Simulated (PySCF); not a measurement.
Computed with PySCF with PBE-D3(BJ)/def2-TZVP // TPSSh-D3(BJ)/def2-TZVP. Isolated molecules, 0 K electronic values unless said otherwise. One relaxed conformer stands for a flexible species; it need not be the lowest. Excitations are Tamm–Dancoff values on a coarser integration grid. The basis has no diffuse functions, so Rydberg states are missing or too high.

Reference species (SMILES): `O/C=[O+]\[H]` (H–O–C–O torsion 0°) (charge +1, multiplicity 1).

The S1–T1 gap (TDA) comes out as 1.28 eV and the HOMO comes out as -16.41 eV. The S1 oscillator strength is 0.000.

Changed species: `[H]/[O+]=C\S` (O–C–S–H torsion 0°) (X = mercapto, proton added; the reference has X = hydroxy, proton added).

### Question
Give the shifts of the S1–T1 gap (TDA), HOMO and S1 oscillator strength.

### Answer
the S1–T1 gap (TDA) rises by 1.08 eV, to 2.36 eV; the HOMO goes up by 2.36 eV, to -14.05 eV; the S1 oscillator strength hardly moves.
